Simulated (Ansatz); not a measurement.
`FC(F)(F)C1=CC(C(F)(F)F)=[O+][B-](Cl)(Cl)O1` + H–F → `F[B-]1(Cl)OC(C(F)(F)F)=CC(C(F)(F)F)=[O+]1` + HCl  (ligand exchange at a B–Cl bond)

Program: Ansatz. Geometries: PBE0-D4/def2-TZVP. ΔE: electronic, gas phase. CBS: MP2 limit from def2 TZ/QZ plus the TZ coupled-cluster correction, frozen cores. This one scheme is used for every species. DFT in def2-TZVPP.

```csv
level,ΔE (kJ/mol)
PBE-D4,-59.3
BLYP,-76.2
r2SCANh,-71.7
MP2/def2-SVP,-71.9
```

(1) What does CCSD(T)/CBS give? (An estimate is asked.)

Largest T1 diagnostic among the species: 0.015.

Answers

(1) The calculation gave: -60.6 kJ/mol. The listed levels differ from it by 1.3, -15.6, -11.1, -11.3 kJ/mol.

Leaving LDA and LC-ωPBE aside and taking each functional with its dispersion term where it has one, the values, not all of them listed here, spread over 20.5 kJ/mol, from CAM-B3LYP-D4 to revPBE-D4. From BLYP to BHLYP (50 % exact exchange), in def2-TZVPP and without D4, ΔE moves by −4.3 kJ/mol.
